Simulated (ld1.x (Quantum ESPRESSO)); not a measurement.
# Which change was made? (P, ultrasoft)

ld1.x (Quantum ESPRESSO) 7.5 input, shortened:

```
&input
   title='P', zed=15., rel=1, dft='PBE', iswitch=3,
   config='[Ne] 3s1.75 3p3.25 3d-2'
 /
 &inputp
   pseudotype=3, tm=.true., lloc=-1, rcloc=2.15,
   nlcc=.false.,
   which_augfun='PSQ', rmatch_augfun=1.30
 /
5
3S  1  0   1.75   0.00  1.40  1.65  0.0
3S  1  0   0.00   1.35  1.40  1.65  0.0
3P  2  1   3.25   0.00  1.95  2.20  0.0
3P  2  1   0.00   2.70  1.95  2.20  0.0
3D  3  2  -2.00  -0.20  1.80  2.10  0.0
 &test
   configts(1)='3s1.75 3p3.25'
 /
```

Cutoffs, loose and tight: the cutoffs (Ry, on a coarse ladder) from which the occupation-weighted sum of valence levels, in a spherical-Bessel basis at the reference potential, stays within 10 and 1 mRy of its value at 400 Ry. They do not see the model core or the augmentation charge, which bear on the density cutoff. Test errors are all-electron minus pseudo excitation energies from the reference, over the configurations 3s2 3p3; 3s2 3p2; 3s2 3p1; 3s2 3p2.5; 3s0 3p5; 3s1 3p0; 3s2 3p0; variants that change the core or the reference have their own tests.

The base gives: outcome: generated, overlap not positive; bound ghosts: not determined (overlap not positive); largest test error (meV): +101.

**Question.** After one change the result is: outcome: generated; cutoff, loose: 18 Ry; cutoff, tight: 45 Ry; bound ghosts: none; largest test error (meV): +192. Which change was it?
A. core correction a·sin(br)/r model core inside 1.90 bohr
B. waves 3p (bound): rcut 1.95, rcutus 3.12 bohr; 3p channel at 2.7 Ry: rcut 1.95, rcutus 3.12 bohr
C. type TM; waves now 3s (bound): rc 1.65 bohr; 3p (bound): rc 2.20 bohr; 3d channel at -0.2 Ry: rc 2.10 bohr; local potential all-electron potential smoothed inside 2.10 bohr (lloc = -1)
D. reference 3s2 3p2; added wave 3d channel at 0.85 Ry: rcut 1.80, rcutus 2.10 bohr

**Answer.** C. The others give: waves 3p (bound): rcut 1.95, rcutus 3.12 bohr; 3p channel at 2.7 Ry: rcut 1.95, rcutus 3.12 bohr → outcome: generated; cutoff, loose: 10 Ry; cutoff, tight: 15 Ry; bound ghosts: none; largest test error (meV): +124 | reference 3s2 3p2; added wave 3d channel at 0.85 Ry: rcut 1.80, rcutus 2.10 bohr → outcome: generated, overlap not positive; bound ghosts: not determined (overlap not positive); largest test error (meV): +8.1 | core correction a·sin(br)/r model core inside 1.90 bohr → outcome: generated, overlap not positive; bound ghosts: not determined (overlap not positive); largest test error (meV): +76. A file whose overlap is not positive is unfit for use, and its test errors describe a broken file.
